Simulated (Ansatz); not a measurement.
```xyz
6

C    -0.0258   -0.0088   -1.1099
S     0.0283   -0.0187    0.6579
H    -0.0118   -1.1245   -1.4832
H    -0.9293    0.4768   -1.5148
H     0.8967    0.4321   -1.5932
H    -0.0475    1.2636    0.8444
```

Basis set: def2-TZVP (spherical functions). Correlated methods keep 6 orbitals frozen. Charge 0, multiplicity 1.

Computed with Ansatz (development build ahead of 0.2.0); each method stands on the lowest determinant of its kind that the runs found. Restricted open shells among the atoms or ions are ROHF, correlated in semicanonical orbitals with singles.

Question: Give the atomization energy at this shape (free ground-state atoms in the same class of orbitals less the molecule, no zero-point energy) of singlet CH₄S by RHF-MP2, RHF.

Answer:

```
 method  atomization energy
RHF-MP2     450.03 kcal/mol
    RHF     350.95 kcal/mol
```

Caution: the shape is not the minimum.
